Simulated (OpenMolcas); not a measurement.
Mo.

```yaml
Program: OpenMolcas
Basis: ANO-RCC-VQZP [8s7p5d3f2g1h]
Scalar_Hamiltonian: DKH2, point nucleus
Active_space: 6 electrons in 6 orbitals (4d 5s)
State_averaging: 2S+1 = 7 even, 1 root; 2S+1 = 5 even, 23 roots kept (CI in the orbitals of an earlier block); 2S+1 = 3 even, 30 roots kept (CI in the orbitals of an earlier block); 2S+1 = 1 even, 1 root kept (CI in the orbitals of an earlier block, 0 in the spin-orbit step)
Spin-orbit_coupling: RASSI with atomic mean-field integrals over the reference wave functions, term energies averaged over their components
```

Two sets of levels on these reference wave functions, in cm⁻¹ above 4d⁵ 5s ⁷S₃: one from CASSCF and one from MS-CASPT2, IPEA 0.25 Eh, imaginary shift 0.1 Eh (closed shells correlated: 4s 4p).

```json
{"Level": "4d⁵ 5s ⁷S₃", "Set 1": "0.0", "Set 2": "0.0"}
{"Level": "4d⁵ 5s ⁵S₂ [67 %]", "Set 1": "10040", "Set 2": "16680"}
{"Level": "4d⁴ 5s² ⁵D₀", "Set 1": "9580", "Set 2": "20790"}
{"Level": "4d⁴ 5s² ⁵D₁", "Set 1": "9720", "Set 2": "20870"}
{"Level": "4d⁴ 5s² ⁵D₂ [57 %]", "Set 1": "9960", "Set 2": "21030"}
{"Level": "4d⁴ 5s² ⁵D₃", "Set 1": "10380", "Set 2": "21270"}
{"Level": "4d⁴ 5s² ⁵D₄", "Set 1": "10900", "Set 2": "21630"}
{"Level": "4d⁵ 5s ⁵G₄", "Set 1": "17900", "Set 2": "22760"}
{"Level": "4d⁵ 5s ⁵G₅", "Set 1": "17900", "Set 2": "22760"}
{"Level": "4d⁵ 5s ⁵G₃", "Set 1": "17900", "Set 2": "22760"}
{"Level": "4d⁵ 5s ⁵G₆", "Set 1": "17900", "Set 2": "22760"}
{"Level": "4d⁵ 5s ⁵G₂", "Set 1": "17900", "Set 2": "22760"}
{"Level": "4d⁵ 5s ⁵P₃", "Set 1": "19810", "Set 2": "25920"}
{"Level": "4d⁵ 5s ⁵P₂", "Set 1": "19860", "Set 2": "25940"}
{"Level": "4d⁵ 5s ⁵P₁", "Set 1": "20030", "Set 2": "25960"}
```

**Question.** Which set is which?

**Answer.** Set 1 is MS-CASPT2. Its levels of the other terms of 4d⁵ 5s lie at 0.60 to 0.79 of the other set's values, as expected, since terms of lower spin or lower L gain more correlation energy than the Hund ground term. Against 3 measured levels (NIST Handbook of Basic Atomic Spectroscopic Data) the mean absolute deviation is 1100 cm-1 with it and 7300 cm-1 without; single levels miss by up to 1400 cm-1 with it.

CASPT2 breaks the degeneracy within a term, and the mean is taken; among the terms shown or strongly mixed into the levels shown the widest spread is 870 cm-1 (4d⁵ 5s ⁵G, MS-CASPT2). Some high roots are left out of the spin-orbit mixing, which shifts the levels that they would mix with. Terms from blocks run as CI alone lack orbitals of their own. Configurations are named by rounded mean occupations; where the s occupation lies near a half they are strongly mixed, a name can repeat and a true partner stay unpaired. A single d shell beside an s shell can misplace configurations of different d count against each other. Without dynamic correlation excited terms often stand tens of per cent too high (terms of higher spin than the ground term too low), and those without a measured partner can miss by more than the paired ones (holds for CASSCF). The CASPT2 spread within a term exceeds the gap to the next term for 4d⁵ 5s ⁵S and 4d⁴ 5s² ⁵D, so the order of their levels is uncertain, and so are names and mixing where such terms share a J (holds for MS-CASPT2). Measured partners are found by configuration, term and J. A level has none where our copy of the source lacks it or the pairing is in doubt (some pairs that miss far off the trend of their configuration count as doubtful), and it then counts in no deviation. Levels of configurations outside the active space are missing. The table leaves out levels that lie high or whose names do not pair safely across all columns.

A share in square brackets marks a mixed level and gives the weight of the term that names it, the lowest over the columns.
